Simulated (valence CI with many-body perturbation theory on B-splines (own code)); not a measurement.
Results of a calculation; reference values are marked as such.
**Hyperfine factors and g values of Cs²³⁺**

Method: valence CI with perturbative core correlation (CI+MBPT): four valence electrons over a frozen Dirac-Fock core [Ar] 3d10, a basis of 11 s, 11 p, 10 d, 8 f, 5 g, 2 h functions for each j, with the one-electron correlation potential Σ1 (screened to all orders), the two-electron term Σ2, the three-electron term Σ3, Breit, model QED; selected single and double excitations, second order for the rest, scaled by the run's own slope (own B-spline code, finite nucleus).

No measured levels were compared; by estimate levels hold to about 250 cm⁻¹ or 0.2 % of their energy and the worst to 1 %, as in measured heavy ions of charge 2 to 7; those with d or f electrons hold less well. Among the levels kept, up to 450 cm⁻¹ of a level comes from second order outside the variational space, and about a tenth of that is noise between levels of different J, which matters for small intervals.

A/g_I is the dipole constant over the nuclear g factor μ/I (μ in nuclear magnetons, uniformly magnetised nucleus), B/Q the quadrupole constant per barn. Both hold the static response of the core; the bare values leave it out. Large factors of s and p1/2 electrons are usually good to 5 to 10 %; those of open d and f shells near neutrality can be off by tens of per cent, and small factors of p3/2, d and f electrons come from cancelling terms and can be off by a factor of two or in sign, in half-filled shells by more. B is blank for J = 1/2, where it vanishes, and for nearly pure S terms. Energies count from the lowest level. Levels with J = 0 are left out.

Levels are named by their leading jj configuration (3d3/2^4 stands for four electrons in 3d with j = 3/2), which in mixed levels can hold well under half, so a name can repeat and another be missing. Letters in brackets count levels of one name in rising energy.

```tsv
Level	E (eV)	g	A/g_I (MHz)	A/g_I bare	B/Q (MHz/b)	B/Q bare
(4s^2 4p1/2 4p3/2) J=1	15.85	1.499	-5630	-5570	15400	14600
(4s^2 4p1/2 4p3/2) J=2	18.41	1.219	37200	35500	19700	18700
(4s^2 4p3/2^2) J=2	36.22	1.278	17200	16300	10900	10400
(4s 4p1/2^2 4p3/2) J=2	66.66	1.759	92300	88200	15700	15000
(4s 4p1/2^2 4p3/2) J=1	75.94	0.888	-53300	-50800	26000	24700
(4s 4p1/2 4p3/2^2) J=2 [a]	82.41	1.432	66400	63400	25700	24400
(4s 4p1/2 4p3/2^2) J=3	86.89	1.331	82100	78400	-2110	-1970
(4s 4p1/2 4p3/2^2) J=1 [a]	94.26	1.278	75100	71700	-28100	-26700
(4s 4p1/2 4p3/2^2) J=2 [b]	94.67	1.130	10700	10200	-20900	-20000
(4s 4p1/2 4p3/2^2) J=1 [b]	100.07	1.502	34800	33300	4940	4700
(4s^2 4p1/2 4d3/2) J=2	105.86	0.892	43600	41800	2100	2020
(4s 4p3/2^3) J=2	109.66	1.158	66800	63900	-12700	-12100
(4s^2 4p1/2 4d5/2) J=3	113.34	1.103	19600	18900	12100	11600
(4s^2 4p1/2 4d5/2) J=2	116.08	1.285	-3250	-2890	5170	4930
(4s^2 4p1/2 4d3/2) J=1	116.14	0.868	-19300	-18200	3760	3590
(4s 4p3/2^3) J=1	119.44	1.266	-47900	-45700	-3550	-3360
(4s^2 4p3/2 4d5/2) J=4	127.30	1.249	7960	7680	37100	35300
(4s^2 4p3/2 4d3/2) J=2	129.67	1.031	7810	7470	-3990	-3800
(4s^2 4p3/2 4d3/2) J=3	131.89	1.227	13000	12500	7050	6750
(4s^2 4p3/2 4d3/2) J=1	132.52	1.222	5250	5210	-14900	-14100
(4s^2 4p3/2 4d5/2) J=2	134.88	1.301	15500	15000	-20900	-19900
(4s^2 4p3/2 4d5/2) J=3	140.61	1.083	9830	9480	20500	19500
(4s^2 4p3/2 4d5/2) J=1	142.89	0.965	-4670	-4160	4600	4390
(4p1/2^2 4p3/2^2) J=2	147.63	1.348	20700	20000	6.93	14.1
(4s 4p1/2^2 4d3/2) J=1	155.23	0.287	-65600	-62500	2030	1940
(4s 4p1/2^2 4d3/2) J=2	157.23	1.161	39700	38200	7910	7530
(4s 4p1/2^2 4d5/2) J=3	161.40	1.370	47500	45600	11000	10500
(4p1/2 4p3/2^3) J=1	164.33	1.425	5990	5930	-12000	-11400
(4p1/2 4p3/2^3) J=2	165.93	1.140	42800	40900	-32000	-30400
(4s 4p1/2 4p3/2 4d3/2) J=2 [a]	169.04	1.019	4110	4060	-9070	-8600
(4s 4p1/2 4p3/2 4d3/2) J=1 [a]	169.50	1.346	34900	33600	-16900	-16100
(4s 4p1/2 4p3/2 4d3/2) J=3 [a]	169.93	1.242	50300	48200	-10200	-9650
(4s 4p1/2 4p3/2 4d3/2) J=2 [b]	170.50	1.104	16200	15700	-3600	-3370
(4s 4p1/2 4p3/2 4d5/2) J=4 [a]	170.82	1.361	38600	37000	23000	21900
```

Q: Take the isotope of mass number 134, with I = 4, μ = 2.9893 μN and Q = 0.37 b. What is the hyperfine structure of (4s 4p1/2 4p3/2^2) J=1 [a]?

A: From the table A = 56100 MHz, B = -10400 MHz. Shifts from the centre of gravity in MHz: F = 3: -286000, F = 4: -49000, F = 5: 222000.
